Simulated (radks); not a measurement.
The nuclear charge of the samarium ion Sm+ is varied continuously with 61 electrons held in [Xe] 4f6 6s1. All-electron calculation, Dirac Kohn-Sham, LDA (Slater exchange, Perdew-Wang correlation), spin-unpolarised, spherical densities, finite nucleus; open shells fill j = l - 1/2 first; Fermi nuclear charge, rms radius 5.0819 fm. Program: a radial shooting solver on a logarithmic mesh with Libxc functionals. By the Hellmann-Feynman theorem dE/dZ = E(electron-nucleus)/Z, the electronic potential at the nucleus (averaged over a nucleus of fixed radius).

| Z | E (hartree) | E(electron-nucleus)/Z (hartree) | HOMO | e(HOMO) (eV) | <r> HOMO (bohr) |
|---|---|---|---|---|---|
| 61.2 | -10100.0080 | -404.102 | 4f5/2 | -0.289 | 1.312 |
| 61.4 | -10181.0270 | -406.082 | 4f5/2 | -1.708 | 1.157 |
| 61.6 | -10262.4396 | -408.042 | 4f5/2 | -3.793 | 1.087 |
| 61.8 | -10344.2434 | -409.995 | 4f5/2 | -6.236 | 1.039 |
| 62 | -10426.4373 | -411.944 | 6s1/2 | -8.665 | 3.865 |
| 62.2 | -10509.0207 | -413.890 | 6s1/2 | -10.065 | 3.740 |
| 62.4 | -10591.9933 | -415.836 | 6s1/2 | -11.532 | 3.627 |
| 62.6 | -10675.3551 | -417.782 | 6s1/2 | -13.058 | 3.523 |
| 62.8 | -10759.1060 | -419.728 | 6s1/2 | -14.643 | 3.428 |
| 63 | -10843.2462 | -421.674 | 6s1/2 | -16.283 | 3.340 |

The central difference of E at Z = 62 is -411.943 hartree, to compare with the third column; the second derivative is -9.74 hartree. No converged solution with all levels bound was reached at Z = 61.
